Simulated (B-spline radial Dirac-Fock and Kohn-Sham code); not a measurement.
Two-hole binding energies of Ge⁶⁺

System: Ge⁶⁺, configuration [Ar] 3d8.

The run's input, task.json:

```json
{"items": [{
  "Z": 32,
  "q": 6,
  "cfg": [[1, 0, 2], [2, 0, 2], [2, 1, 6], [3, 0, 2], [3, 1, 6], [3, 2, 8]],
  "A": 74,
  "rrms": 4.0742,
  "do": ["binding", "quiet", "double"]
}]}
```

Command: `python xray_run.py task.json out`

Calculated with an atomic code on a B-spline grid, using ΔSCF Dirac-Fock with Breit, self-energy and vacuum polarisation, finite nucleus, configuration average. U is the two-hole binding energy less the two single-hole energies, the effective repulsion of the holes after relaxation. Each two-hole energy is an average over J within one jj subconfiguration.

| holes | E(a) (eV) | E(b) (eV) | E(ab) (eV) | U (eV) |
| --- | --- | --- | --- | --- |
| 1s⁻² | 11231.7 | 11231.7 | 22937.4 | 473.9 |
| 1s⁻¹ 2p3/2⁻¹ | 11231.7 | 1346.5 | 12705.3 | 127.1 |
| 1s⁻¹ 3p1/2⁻¹ | 11231.7 | 245.5 | 11519.9 | 42.7 |
| 1s⁻¹ 3p3/2⁻¹ | 11231.7 | 240.9 | 11514.6 | 41.9 |
| 2s⁻² | 1546.4 | 1546.4 | 3174.4 | 81.7 |
| 2s⁻¹ 2p1/2⁻¹ | 1546.4 | 1377.7 | 2999.5 | 75.4 |
| 2p1/2⁻¹ 2p3/2⁻¹ | 1377.7 | 1346.5 | 2814.0 | 89.8 |
| 2p3/2⁻² | 1346.5 | 1346.5 | 2784.0 | 91.1 |
| 2p1/2⁻¹ 3s⁻¹ | 1377.7 | 303.0 | 1719.1 | 38.4 |
| 2p3/2⁻¹ 3s⁻¹ | 1346.5 | 303.0 | 1687.8 | 38.4 |
| 2p1/2⁻¹ 3p3/2⁻¹ | 1377.7 | 240.9 | 1657.3 | 38.7 |
| 2p3/2⁻¹ 3p1/2⁻¹ | 1346.5 | 245.5 | 1630.9 | 39.0 |
| 3p1/2⁻² | 245.5 | 245.5 | 524.5 | 33.6 |
| 3p1/2⁻¹ 3p3/2⁻¹ | 245.5 | 240.9 | ? | ? |

Task: Give the missing two-hole energy and U.

Result: E(ab) = 517.8 eV and U = 31.4 eV.

Run: 20 s of CPU time on 1 thread of Neoverse-V1 (shared host), peak memory 0.37 GiB.
